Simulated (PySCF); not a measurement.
**Two-component Hartree-Fock for Au²⁺ (gold, charge +2)**

Start: [Xe] 4f14 5d8 6s1; 5d3/2 filled at m_j = -1/2, +1/2, +3/2; 5d5/2 filled at m_j = -3/2, -1/2, +1/2, +3/2, +5/2; 6s1/2 filled at m_j = +1/2. Calculated with PySCF 2.14 in x2c-TZVPall-2c with one added diffuse shell each of s, p, d type (12s12p11d2f, 117 functions): generalised Hartree-Fock with the X2C-1e Hamiltonian and a Gaussian nucleus; spin-orbit coupling (SO) screened by Boettger's factors. This is a chosen level, not necessarily the ground level.

```
spinor shell  electrons  ε, screened SO (eV)  weight of nominal j (screened SO)  rms radius, screened SO (bohr)
       1s1/2          2             -81171.5                              1.000                          0.0190
       2s1/2          2             -14491.3                              1.000                          0.0768
       2p1/2          2             -13873.8                              1.000                          0.0651
       2p3/2          4             -12032.7                              1.000                          0.0731
       3s1/2          2              -3507.9                              1.000                           0.196
       3p1/2          2              -3231.2                              1.000                           0.188
       3p3/2          4              -2818.8                              1.000                           0.204
       3d3/2          4              -2364.8                              1.000                           0.179
       3d5/2          6              -2276.5                              1.000                           0.183
       4s1/2          2              -818.09                              1.000                           0.433
       4p1/2          2              -699.00                              1.000                           0.438
       4p3/2          4              -598.68                              1.000                           0.471
       4d3/2          4              -403.63                              1.000                           0.485
       4d5/2          6              -384.12                              1.000                           0.497
       5s1/2          2              -153.06                              1.000                           0.994
       4f5/2          6              -131.28                              0.998                           0.544
       4f7/2          8              -127.35                              0.999                           0.545
       5p1/2          2              -112.87                              0.995                            1.08
       5p3/2          4              -93.848                              0.998                            1.17
       5d5/2          5              -36.672                              0.724                            1.57
       5d3/2          3              -38.142                              0.847                            1.54
       6s1/2          1              -27.303                              0.999                            2.64
```

```tsv
quantity	screened SO
E (hartree)	-19025.75570
M_J	9/2
⟨J²⟩	24.756
⟨L²⟩	12.411
⟨S²⟩	3.828
```

Each row is a mean over spinors that exchange with the open shell spreads, by up to 7.356 eV (5p3/2).

Rows whose weight is well below 1 are mixtures of j = l ± 1/2: exchange outweighs spin-orbit coupling there, and the label is only the starting occupation.

Breit and QED terms are absent; they matter most for the inner s and p1/2 levels.

Densities and radii are taken from the X2C orbitals without a picture-change correction, which distorts them close to the nucleus.
